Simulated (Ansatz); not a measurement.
Ansatz results at the PBE0-D4/def2-TZVP geometry: HOMO energy (B3LYP/def2-TZVPP) -6.62 eV; LUMO energy (PBE/def2-TZVPP) -1.12 eV; LUMO energy (B3LYP/def2-TZVPP) -0.51 eV.

Q: Which molecule gave them?
A. `C[CH]1[AlH][GeH2]1`
B. `FC1(Cl)CB1S`
C. `C[SiH]1[SiH2][Se]1`
D. `C=C(N)[SiH2][SiH3]`

A: C. The others give `FC1(Cl)CB1S`: -7.20, -2.69, -1.93; `C[CH]1[AlH][GeH2]1`: -5.88, -2.56, -1.99; `C=C(N)[SiH2][SiH3]`: -6.05, -0.91, -0.22.

B3LYP here is the variant with VWN-RPA as its local correlation; programs differ in this.
